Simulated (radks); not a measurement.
The numbers below are computed, except where a source is named.
Cr3+, 21 electrons, occupied as [Ar] 3d3.

Level of theory: scalar-relativistic Kohn-Sham, SCAN, spin-polarised, spherical densities, finite nucleus; open shells are filled with parallel spins first; meta-GGA in the generalised Kohn-Sham scheme; Fermi nuclear charge, rms radius 3.6452 fm (a radial shooting solver on a logarithmic mesh with Libxc functionals).

Energy parts (hartree):
part                       energy
total                 -1048.98924
kinetic                1059.74142
electron-nucleus      -2473.00623
Hartree                 412.27270
exchange-correlation    -47.99713

Orbitals (lengths in bohr, moments of r in powers of bohr; r(90%) holds 90 % of the orbital's charge):
orbital  occ.  eigenvalue (hartree)  <1/r>  r(90%)
1s up       1             -218.3893  23.88   0.114
1s down     1             -218.3901  23.88   0.114
2s up       1             -26.34041  5.065   0.454
2s down     1             -26.27069  5.076   0.453
2p up       3             -22.31696  4.951   0.426
2p down     3             -22.26500  4.960   0.425
3s up       1              -4.31290  1.588    1.32
3s down     1              -4.14387  1.578    1.33
3p up       3              -3.19874  1.461    1.43
3p down     3              -3.03291  1.451    1.44
3d up       3              -1.48703  1.172    1.81

The highest occupied level is 3d up at -40.464 eV. Summed over all electrons, <r^2> = 13.16 bohr^2, which gives a Langevin (diamagnetic) susceptibility term of -10.4 x 10^-6 cm^3/mol.

Empty levels of this run are not shown, since the potential may be unsettled where no density lies.
